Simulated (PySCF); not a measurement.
W(O)2(OH)2 (H2O4W), SMILES [O]=[W]([OH])(=[O])[OH], multiplicity 1.

Geometry optimised at PBE0-D3(BJ)/def2-SVP. A frequency run showed that this geometry is not a minimum. The spin state was assumed, not searched. The isomer is the one that the SMILES or the coordinates give; other isomers of the formula were not compared. The def2 effective core potentials stand for the cores of W; spin–orbit coupling is left out. One conformer was computed; it need not be the lowest.

Computed with PySCF with PBE/def2-TZVP.

Gas-phase values at a fixed geometry.

* **total energy**: -369.29099 hartree
* **point group**: C2v
* **highest occupied level**: -7.18 eV
* **lowest empty level**: -2.39 eV
* **orbital gap**: 4.79 eV
* **dipole moment**: 2.13 D
* **quadrupole, principal values (traceless, Buckingham form, about the centre of nuclear charge)**: -10.07, -9.66, 19.74 D·Å
* **mean static polarisability**: 49.5 bohr³ (7.33 Å³)
* **polarisability, principal values**: 47.5, 48.4, 52.5 bohr³
